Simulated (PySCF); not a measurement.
Molecule: `CCCCCCN`, C₆H₁₅N.

Bonds (- single, = double, # triple, : aromatic): C1-C2, C2-C3, C3-C4, C4-C5, C5-C6, C6-N7. C1 carries H8, H9, H10; C2 carries H11, H12; C3 carries H13, H14; C4 carries H15, H16; C5 carries H17, H18; C6 carries H19, H20; N7 carries H21, H22.

Frames of a GFN2-xTB Langevin trajectory at 200 K; GIAO PBE0/pcSseg-1 shieldings in PySCF 2.14.0 with density-fitted response routines, gas phase, non-relativistic; equivalent atoms averaged within each frame.

Referencing at the same level of theory: $^{13}$C (σref 186.93) and $^{1}$H (σref 31.72) vs TMS; $^{15}$N (σref 267.73) vs NH3. The references are static minima.

Q: How do the shifts (ppm) fluctuate along the trajectory?

A: 
```
         time (fs)    C6    C5    C4    C3    C2    C1    N7  H19/H20  H15/H16  H17/H18
optimised geometry  47.3  37.9  32.1  38.7  28.8  17.6  38.9     3.03     1.73     1.34
               250  50.7  40.9  37.1  34.0  28.6  15.4  42.2     3.26     2.40     1.96
               425  46.7  33.9  35.7  38.7  31.3  19.3  38.5     3.05     2.00     1.40
               625  43.8  44.7  38.0  39.4  28.4  22.6  27.8     2.78     1.62     2.07
               800  44.7  40.6  37.3  37.7  26.2  16.9  39.0     1.90     1.89     1.14
              1000  40.6  35.6  35.8  36.3  28.5  24.2  32.0     2.36     2.70     1.32
    mean of frames  45.3  39.2  36.8  37.2  28.6  19.6  35.9     2.67     2.12     1.58
standard deviation   3.7   4.4   1.0   2.1   1.8   3.7   5.8     0.55     0.43     0.41
```

5 frames give an uncertainty of the mean of about the standard deviation over 2.2 at best, since frames this close in time may not be independent; classical motion lacks zero-point vibration, and the reference would need the same averaging.
